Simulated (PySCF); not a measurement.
Molecule: `C=CCB(C)C`, C₅H₁₁B.

Mapped SMILES: `[CH2:1]=[CH:2][CH2:3][B:4]([CH3:5])[CH3:6]` (H(Xn): hydrogen on atom n). Ha(C1) is cis to C3; Hb(C1) is trans to C3.

Geometry PBE0-D3(BJ)/def2-SVP throughout; GIAO in PySCF 2.14.0 with density-fitted response routines, gas phase, one conformer, non-relativistic; equivalent atoms averaged; functional PBE0.

Task: How do the absolute shieldings σ depend on the basis set? (a selection of nuclei; ppm; last column core-seconds on shared hosts with different chips, so compare them loosely)

Result: 
| basis set | functions | C2 | C1 | C3 | C5/C6 | B4 | H(C2) | Ha(C1) | H(C3) | H(C5)/H(C6) | core-s |
| --- | --- | --- | --- | --- | --- | --- | --- | --- | --- | --- | --- |
| STO-3G | 41 | 124.8 | 128.0 | 201.5 | 218.9 | 45.7 | 27.31 | 27.58 | 30.21 | 31.53 | 2.8 |
| 6-31G | 76 | 71.4 | 82.9 | 159.1 | 184.1 | 43.2 | 26.39 | 27.02 | 30.02 | 31.50 | 5.4 |
| 6-31G* | 106 | 68.8 | 80.2 | 155.9 | 180.7 | 41.0 | 26.01 | 26.80 | 29.55 | 31.11 | 7.7 |
| def2-SVP | 139 | 63.1 | 76.8 | 155.5 | 180.9 | 35.4 | 25.59 | 26.21 | 29.09 | 30.52 | 9.9 |
| pcSseg-1 | 157 | 44.8 | 59.6 | 142.6 | 170.5 | 21.1 | 25.38 | 25.96 | 28.97 | 30.43 | 23 |
| 6-311+G(2d,p) | 228 | 48.2 | 65.1 | 145.2 | 173.6 | 25.1 | 25.45 | 26.24 | 29.12 | 30.74 | 23 |
| def2-TZVP | 252 | 47.1 | 64.5 | 145.1 | 173.9 | 24.2 | 25.41 | 26.21 | 29.08 | 30.70 | 28 |

Task: Which nucleus among those listed moves most, in ppm?

Result: C2 (alkene CH): from 44.8 ppm with pcSseg-1 to 124.8 ppm with STO-3G. The smallest spread is 1.10 ppm, at H(C5)/H(C6). Proton shifts span only some 12 ppm, so a few tenths of a ppm matter as much there as several ppm in carbon.

Task: Taking the largest basis, def2-TZVP (252 functions), as the yardstick, rank the others by their worst heavy-atom deviation.

Result: 6-311+G(2d,p) 1.1 ppm (228 functions), pcSseg-1 4.9 ppm (157 functions), def2-SVP 16.0 ppm (139 functions), 6-31G* 21.7 ppm (106 functions), 6-31G 24.3 ppm (76 functions), STO-3G 77.7 ppm (41 functions).

A small basis that lands close on one nucleus may do so by chance; judge by the trend and by all nuclei.
